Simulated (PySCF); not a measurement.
Molecule: Cyanopolyynes (SMILES C(#C)C#CC#CC#N).

Structure with atom numbers: `[CH:1]#[C:2][C:3]#[C:4][C:5]#[C:6][C:7]#[N:8]`. Each H is labelled by its parent atom.

Spin–spin couplings on one PBE0-D3(BJ)/def2-SVP geometry, PySCF 2.14.0 with density-fitted response routines, gas phase, non-relativistic, equivalent pairs averaged; isotopes $^{13}$C, $^{1}$H; functional B3LYP.

Task: How do the couplings (Hz) change with the basis set? Times are CPU seconds on shared hosts with different chips, so compare them loosely. Far from the basis limit: 6-31G-J, pcJ-0, 6-31G*, cc-pVTZ, def2-TZVP.

Result: 
| basis set | functions | $^{1}J$(C1,H(C1)) | $^{1}J$(C5,C6) | $^{1}J$(C3,C4) | $^{1}J$(C1,C2) | $^{1}J$(C4,C5) | $^{1}J$(C2,C3) | $^{1}J$(C6,C7) | core-s |
| --- | --- | --- | --- | --- | --- | --- | --- | --- | --- |
| 6-31G-J | 100 | 301.5 | 258.9 | 252.9 | 231.1 | 197.3 | 190.6 | 185.3 | 16 |
| pcJ-0 | 107 | 271.6 | 212.9 | 208.9 | 191.0 | 161.6 | 155.4 | 147.8 | 15 |
| 6-31G* | 114 | 247.5 | 231.1 | 232.8 | 209.8 | 175.2 | 167.0 | 166.1 | 22 |
| pcJ-1 | 226 | 289.7 | 257.5 | 251.9 | 231.9 | 192.9 | 186.2 | 182.4 | 42 |
| cc-pVTZ | 254 | 270.6 | 304.4 | 288.8 | 290.6 | 191.8 | 188.2 | 171.9 | 59 |
| def2-TZVP | 254 | 273.3 | 258.3 | 252.8 | 229.5 | 195.8 | 189.1 | 184.7 | 60 |

The Fermi-contact term samples the wavefunction at the nucleus, which is why sets with added tight s functions (names with J) are made for couplings.
